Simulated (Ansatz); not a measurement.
Isolated molecules relaxed with PBE0-D4/def2-TZVP in Ansatz; ΔE leaves out vibrations. CBS: MP2 limit from def2 TZ/QZ plus the TZ coupled-cluster correction, frozen cores. This one scheme is used for every species. Functionals use def2-TZVPP. B3LYP here is the variant with VWN-RPA as its local correlation; programs differ in this. Each species was taken in one conformer, which may not be the lowest.

Consider the formal exchange of groups at the Si–O bond: `O[SiH2]O[SiH](O)O` + `[SiH3]Cl` → `O[SiH2][SiH2]Cl` + `O[SiH](O)O`.

`O[SiH2]O[SiH](O)O`:

```xyz
12

O     0.115    1.684   -1.062
Si   -1.135    0.596   -1.081
O    -0.765   -0.536    0.016
Si    0.361   -0.847    1.172
O     1.656    0.107    0.891
O     0.810   -2.410    1.159
H    -0.077    2.603   -1.252
H    -2.396    1.294   -0.725
H    -1.246   -0.039   -2.413
H    -0.252   -0.624    2.491
H     1.490    0.861    0.313
H     1.439   -2.688    0.491
```

`[SiH3]Cl`:

Cartesian coordinates in Å:
```
Si 0.022 -0.122 0.032
Cl -0.335 1.834 -0.481
H 1.345 -0.515 -0.505
H -1.044 -0.965 -0.556
H 0.011 -0.231 1.509
```

`O[SiH2][SiH2]Cl`:

Z-matrix (Å, degrees):
```
Si
Si 1 2.349
O 1 1.649 2 108.5
H 1 1.490 2 108.1 3 121.9
H 1 1.483 2 112.3 3 -117.8
Cl 2 2.078 1 104.0 3 -42.4
H 2 1.485 1 114.2 3 73.8
H 2 1.485 1 114.4 3 -159.7
H 3 0.960 1 116.5 2 44.0
```

`O[SiH](O)O`:

```xyz
8

O     0.239   -0.771   -1.429
Si   -0.050   -0.321    0.111
O    -1.042    0.977    0.263
O     1.356    0.138    0.805
H     0.809   -0.208   -1.956
H    -0.655   -1.513    0.736
H    -1.957    0.876   -0.003
H     1.300    0.822    1.473
```

Task: Is it downhill or uphill in electronic energy at CCSD(T)/CBS, and by how much? (An estimate is asked.)

Result: Computed: Uphill: ΔE = +33.5 kcal/mol.

Task: What do these levels give: ωB97M-V, PBE, PBE0, B3LYP, SCS-MP2/def2-QZVPP, CCSD/CBS(def2)? (Best estimate.)

Result: The calculation gave: ωB97M-V 34.1, PBE 26.5, PBE0 29.0, B3LYP 32.7, SCS-MP2/def2-QZVPP 35.9, CCSD/CBS(def2) 34.2 kcal/mol.

Largest T1 diagnostic among the species: 0.012.

From PBE to PBE0 (25 % exact exchange), in def2-TZVPP and without D4, ΔE moves by +2.4 kcal/mol. In def2-TZVPP, CCSD(T) changes the Hartree–Fock value by −4.7 kcal/mol (the triples alone add −0.6 kcal/mol) and MP2 by −3.3 kcal/mol.
